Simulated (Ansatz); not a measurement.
C3H9Hf, SMILES [CH3][Hf]([CH3])[CH3] (connectivity only; charge and spin as stated), neutral, multiplicity 2.

The structure is a stationary point at PBE0-D3(BJ)/def2-SVP. The spin state was assumed, not searched. The def2 effective core potentials stand for the cores of Hf; spin–orbit coupling is left out.

Two levels are set side by side: PBE/def2-TZVPD (Ansatz, an electronic-structure program) and CAM-B3LYP/def2-TZVPD (Ansatz). Energy differences of separate SCF runs at the same geometry; the states with an electron removed or added have multiplicity 1 and 1. Differences are taken from unrounded values.

```tsv
quantity	CAM-B3LYP
vertical ionisation energy (eV)	6.61
```

Q: What does PBE give, and how far is it from CAM-B3LYP? (Estimate from the structure and the level; the computed values follow.)

A: 
| quantity | PBE | PBE minus CAM-B3LYP |
|---|---|---|
| vertical ionisation energy (eV) | 6.45 | -0.16 |
